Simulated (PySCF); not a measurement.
TPSS on Se⁻ (selenium, charge -1), [Ar] 3d10 4s2 4p5, 2P determinant. All numbers are calculated (PySCF 2.14, no relativity, point nucleus, in dyall-av2z).

```
cycle= 1 E= -2401.52155657653  delta_E= -0.0204  |g|= 0.124  |ddm|= 0.157
cycle= 2 E= -2401.52114024848  delta_E= 0.000416  |g|= 0.153  |ddm|= 0.0536
cycle= 3 E= -2401.5227526264  delta_E= -0.00161  |g|= 0.00619  |ddm|= 0.0342
cycle= 4 E= -2401.52275363663  delta_E= -1.01e-06  |g|= 0.00714  |ddm|= 0.0215
cycle= 5 E= -2401.52278522713  delta_E= -3.16e-05  |g|= 0.000206  |ddm|= 0.0105
cycle= 6 E= -2401.52278524845  delta_E= -2.13e-08  |g|= 2.02e-05  |ddm|= 0.000317
cycle= 7 E= -2401.52278524908  delta_E= -6.35e-10  |g|= 1.55e-06  |ddm|= 7.04e-05
converged SCF energy = -2401.52278524908  <S^2> = 0.75265644  2S+1 = 2.0026547
```

Highest occupied orbital energy: 0.950 eV; ⟨L²⟩ = 2.02; populations by l: s 8.00, p 17.00, d 10.00.

(1) Can this result be used?

Answers

(1) With care. Self-consistency was reached. At TPSS the highest occupied level has a positive energy, so only the finite basis holds that electron; in a semilocal or global hybrid functional this comes from self-interaction and does not mean that the real anion is unbound.
